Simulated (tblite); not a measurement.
C7H12FNSi.
Atom-mapped SMILES: `[CH3:1][C@@H:2]([F:3])[C@@H:4]1[CH2:5][CH2:6][Si@H:7]1[CH2:8][C:9]#[N:10]` (hydrogens: H11, H12, H13 on C1; H14 on C2; H15 on C4; H16, H17 on C5; H18, H19 on C6; H20 on Si7; H21, H22 on C8)

Computed geometry: GFN2-xTB, gas phase.

Task: Give the optimised bond lengths and angles.

Result: 
```
                  bond  length (Å)   order
                 C1–C2       1.522  single
                 C2–F3       1.391  single
                 C2–C4       1.519  single
                 C4–C5       1.546  single
                 C5–C6       1.541  single
                C6–Si7       1.911  single
                Si7–C8       1.920  single
                 C8–C9       1.427  single
                C9≡N10       1.144  triple
                C4–Si7       1.920  single
C1–H11, C1–H12, C1–H13       1.087  single
                C2–H14       1.099  single
                C4–H15       1.092  single
                C5–H16       1.088  single
                C5–H17       1.089  single
                C6–H18       1.086  single
                C6–H19       1.089  single
               Si7–H20       1.460  single
                C8–H21       1.089  single
                C8–H22       1.090  single
```

Bonds in one row agree within 0.01 Å and their mean is given. Orders are formal, as drawn. A selection of angles:
```
    angle  degrees
 C1–C2–F3    108.5
 C1–C2–C4    113.8
 F3–C2–C4    108.5
 C2–C4–C5    115.3
C2–C4–Si7    117.9
C5–C4–Si7     89.9
 C4–C5–C6    100.1
C5–C6–Si7     90.4
C6–Si7–C8    116.0
C4–Si7–C6     76.3
C4–Si7–C8    116.6
Si7–C8–C9    109.9
C8–C9–N10    178.3
```

Torsions: C1–C2–C4–C5 -62° (synclinal); C2–C4–C5–C6 -136° (anticlinal); C4–C5–C6–Si7 15° (synperiplanar); C5–C6–Si7–C8 -125° (anticlinal); C6–Si7–C8–C9 159° (antiperiplanar); C2–C4–Si7–C6 131° (anticlinal).

Of the pairs four or more bonds apart, F3···H16 is among the closest relative to their van der Waals radii: 2.53 Å, 95 % of the sum of Bondi's values. The 5 C–C bonds span 1.427 Å (C8–C9, drawn single) to 1.546 Å (C4–C5, drawn single), a spread of 0.119 Å. Si7 (SiH silicon) has angles from 76.3° to 118.1°. The 4-membered ring C4–C5–C6–Si7 has internal angles of 76.3° to 100.1° (sum 357°, against 360° for a flat polygon); it is puckered, 0.10 Å rms from its mean plane, widest ring torsion 15°.

Point group: C1 (no symmetry element, even within 0.4 Å). Its GFN2-xTB frequencies are all real (lowest 28 cm⁻¹). The numbers are those of one conformer.

The run took 3.0 s wall on Arm Neoverse N1, one thread, shared host. This is the geometry optimisation.
